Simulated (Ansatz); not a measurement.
Basis-set series for C2H6AlN (`C[C](=N)[AlH2]`). Charge 0, multiplicity 1. All single points use the PBE0-D4/def2-TZVP geometry. It is one conformer, not always the lowest.

```json
{"atom": "C1", "x (Å)": "1.1819", "y (Å)": "-0.7356", "z (Å)": "-0.5381"}
{"atom": "C2", "x (Å)": "0.1659", "y (Å)": "-0.0918", "z (Å)": "0.3556"}
{"atom": "N3", "x (Å)": "0.3497", "y (Å)": "-0.1698", "z (Å)": "1.6188"}
{"atom": "Al4", "x (Å)": "-1.4437", "y (Å)": "0.8729", "z (Å)": "-0.2933"}
{"atom": "H5", "x (Å)": "0.7104", "y (Å)": "-1.4904", "z (Å)": "-1.1759"}
{"atom": "H6", "x (Å)": "1.9733", "y (Å)": "-1.2033", "z (Å)": "0.0518"}
{"atom": "H7", "x (Å)": "1.6226", "y (Å)": "0.0038", "z (Å)": "-1.2149"}
{"atom": "H8", "x (Å)": "-0.3973", "y (Å)": "0.2996", "z (Å)": "2.1369"}
{"atom": "H9", "x (Å)": "-2.3412", "y (Å)": "1.4503", "z (Å)": "0.8832"}
{"atom": "H10", "x (Å)": "-1.8217", "y (Å)": "1.0645", "z (Å)": "-1.8241"}
```

| functional | basis | functions | energy (Eh) | HOMO (eV) | LUMO (eV) |
| --- | --- | --- | --- | --- | --- |
| PBE0-D4 | def2-SVP | 90 | -376.50789 | -6.56 | -2.00 |
| PBE0-D4 | def2-QZVPP | 421 | -376.75962 | -6.74 | -2.08 |
| ωB97M-V | def2-SVP | 90 | -376.69222 | -8.81 | -0.23 |
| ωB97M-V | def2-QZVPP | 421 | -376.95146 | -9.02 | -0.46 |

Task: Give the rows for def2-TZVPP. (Best estimate.)

Result: Ansatz gave: 
```tsv
functional	basis	functions	energy (Eh)	HOMO (eV)	LUMO (eV)
PBE0-D4	def2-TZVPP	219	-376.74433	-6.71	-2.05
ωB97M-V	def2-TZVPP	219	-376.93657	-8.99	-0.35
```
